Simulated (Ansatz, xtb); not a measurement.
Two isomers of C4H7BO2

Structure I: `CCC#CB(O)O`, a singlet. Structure II: `C=C/C=C\B(O)O`, a singlet. Both are isolated molecules in the gas phase, relaxed with r2SCAN-D4/def2-SVP; the shapes shown needn't be the lowest conformers.

I (Å):

```xyz
14

C     1.3263   -2.9410    0.8298
C     0.4863   -1.9388    1.6298
C     0.0714   -0.7743    0.8612
C    -0.2737    0.2012    0.2077
B    -0.6845    1.4106   -0.6454
O    -1.4906    2.3714   -0.1193
O    -0.2568    1.5528   -1.9405
H     2.2475   -2.4702    0.4546
H     1.6091   -3.7971    1.4609
H     0.7639   -3.3219   -0.0359
H    -0.4154   -2.4363    2.0316
H     1.0509   -1.5936    2.5153
H    -1.6631    3.0663   -0.7691
H     0.3080    0.8212   -2.2168
```

II (Å):

```yaml
atoms:
  - { symbol: C, position_ang: [-1.6866, -0.6717, 0.7949] }
  - { symbol: C, position_ang: [-0.3462, -0.7650, 0.6912] }
  - { symbol: C, position_ang: [0.3058, -1.5407, -0.3488] }
  - { symbol: C, position_ang: [1.6423, -1.6959, -0.5355] }
  - { symbol: B, position_ang: [2.8202, -1.1009, 0.2920] }
  - { symbol: O, position_ang: [2.5885, -0.2914, 1.3785] }
  - { symbol: O, position_ang: [4.0822, -1.4356, -0.1321] }
  - { symbol: H, position_ang: [-2.1622, -0.0832, 1.5845] }
  - { symbol: H, position_ang: [-2.3471, -1.1858, 0.0870] }
  - { symbol: H, position_ang: [0.2981, -0.2449, 1.4069] }
  - { symbol: H, position_ang: [-0.3836, -2.0445, -1.0434] }
  - { symbol: H, position_ang: [1.9404, -2.3261, -1.3836] }
  - { symbol: H, position_ang: [3.3848, 0.0246, 1.8214] }
  - { symbol: H, position_ang: [4.8013, -1.0605, 0.3896] }
```

Problem. Which of the two would you expect CCSD(T)/def2-SVP + ΔMP2/def2-TZVPP electronic energies to favour?

Solution. Structure II; the calculation gives E(II) − E(I) = −0.138 eV.

The same difference at several levels:

```json
{"level": "GFN2-xTB", "geometry": "GFN2-xTB", "E(II) − E(I) (eV)": "+0.160", "departure from the last row (eV)": "+0.298", "job, with rough time for the two": "optimisation, 0.3 s"}
{"level": "HF/STO-3G", "geometry": "GFN2-xTB", "E(II) − E(I) (eV)": "+0.765", "departure from the last row (eV)": "+0.903", "job, with rough time for the two": "single point, 0.32 s"}
{"level": "r2SCAN-D4/def2-SVP//GFN2-xTB", "geometry": "GFN2-xTB", "E(II) − E(I) (eV)": "−0.197", "departure from the last row (eV)": "−0.059", "job, with rough time for the two": "single point, 3 s"}
{"level": "r2SCAN-D4/def2-SVP", "geometry": "r2SCAN-D4/def2-SVP", "E(II) − E(I) (eV)": "−0.200", "departure from the last row (eV)": "−0.062", "job, with rough time for the two": "optimisation, 25 s"}
{"level": "HF/def2-SVP", "geometry": "r2SCAN-D4/def2-SVP", "E(II) − E(I) (eV)": "−0.051", "departure from the last row (eV)": "+0.087", "job, with rough time for the two": "part of the CCSD(T) run"}
{"level": "MP2/def2-SVP", "geometry": "r2SCAN-D4/def2-SVP", "E(II) − E(I) (eV)": "+0.084", "departure from the last row (eV)": "+0.222", "job, with rough time for the two": "part of the CCSD(T) run"}
{"level": "CCSD(T)/def2-SVP", "geometry": "r2SCAN-D4/def2-SVP", "E(II) − E(I) (eV)": "−0.092", "departure from the last row (eV)": "+0.046", "job, with rough time for the two": "single point"}
{"level": "CCSD(T)/def2-SVP + ΔMP2/def2-TZVPP", "geometry": "r2SCAN-D4/def2-SVP", "E(II) − E(I) (eV)": "−0.138", "departure from the last row (eV)": "", "job, with rough time for the two": "single point, 51 s"}
```

As drawn, II has 2 C=C in place of 1 C–C, 1 C≡C.

GFN2-xTB, HF/STO-3G, MP2/def2-SVP put the two in the other order. The largest departure from CCSD(T)/def2-SVP + ΔMP2/def2-TZVPP is that of HF/STO-3G, 0.903 eV. The last row adds to CCSD(T) the change of the MP2 difference between the two basis sets, here −0.046 eV.

With thermal terms from frequencies at re-optimised GFN2-xTB minima (ideal gas, soft modes damped towards free rotors, one conformer each, 298.15 K, 1 atm): the zero-point term adds −0.028 eV; ΔH is −0.183 and ΔG −0.127 eV.

The correlated steps freeze 7 core orbitals. Run with Ansatz 0.2.0, xtb 6.7.1; the last row on 4 threads of Arm Neoverse V1 on a shared host.
